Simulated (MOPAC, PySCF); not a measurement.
Breaking a bond: MgH, doublet.

PM6, unrestricted, heats of formation (MOPAC); CASSCF(3,3)/cc-pVDZ (PySCF); UKS-B3LYP/6-31G* = PySCF 2.14.0 with unrestricted B3LYP/6-31G*, spherical d.

Energies are in kcal/mol, each relative to the lowest point of its own curve near equilibrium.

```json
[
 {"R / Å": "1.41", "PM6": "26.8", "CASSCF(3,3)": "16.8", "UKS-B3LYP/6-31G*": "16.4"},
 {"R / Å": "1.49", "PM6": "13.1", "CASSCF(3,3)": "9.0", "UKS-B3LYP/6-31G*": "8.6"},
 {"R / Å": "1.56", "PM6": "5.6", "CASSCF(3,3)": "4.6", "UKS-B3LYP/6-31G*": "4.3"},
 {"R / Å": "1.66", "PM6": "0.6", "CASSCF(3,3)": "1.1", "UKS-B3LYP/6-31G*": "0.9"},
 {"R / Å": "1.68", "PM6": "0.2", "CASSCF(3,3)": "0.7", "UKS-B3LYP/6-31G*": "0.5"},
 {"R / Å": "1.74", "PM6": "0.0", "CASSCF(3,3)": "0.1", "UKS-B3LYP/6-31G*": "0.0"},
 {"R / Å": "1.78", "PM6": "0.6", "CASSCF(3,3)": "0.0", "UKS-B3LYP/6-31G*": "0.0"},
 {"R / Å": "1.86", "PM6": "3.1", "CASSCF(3,3)": "0.6", "UKS-B3LYP/6-31G*": "0.8"},
 {"R / Å": "1.91", "PM6": "5.4", "CASSCF(3,3)": "1.4", "UKS-B3LYP/6-31G*": "1.6"},
 {"R / Å": "2.03", "PM6": "11.9", "CASSCF(3,3)": "4.1", "UKS-B3LYP/6-31G*": "4.5"},
 {"R / Å": "2.18", "PM6": "20.0", "CASSCF(3,3)": "8.4", "UKS-B3LYP/6-31G*": "8.9"},
 {"R / Å": "2.38", "PM6": "27.2", "CASSCF(3,3)": "14.8", "UKS-B3LYP/6-31G*": "15.0"},
 {"R / Å": "2.61", "PM6": "31.4", "CASSCF(3,3)": "21.2", "UKS-B3LYP/6-31G*": "21.0"},
 {"R / Å": "2.88", "PM6": "33.8", "CASSCF(3,3)": "26.1", "UKS-B3LYP/6-31G*": "26.1"},
 {"R / Å": "3.11", "PM6": "34.9", "CASSCF(3,3)": "27.8", "UKS-B3LYP/6-31G*": "28.8"},
 {"R / Å": "3.48", "PM6": "35.7", "CASSCF(3,3)": "28.1", "UKS-B3LYP/6-31G*": "31.3"},
 {"R / Å": "3.82", "PM6": "36.0", "CASSCF(3,3)": "27.9", "UKS-B3LYP/6-31G*": "32.2"}
]
```

At the longest distance, 3.82 Å, PM6 lies highest above its minimum (36.0 kcal/mol) and CASSCF(3,3) lowest (27.9 kcal/mol).

The scan ran from 1.41 to 6.96 Å; beyond the distances shown one of the unrestricted levels run for this scan, shown here or not, changes its spin distribution in one step.
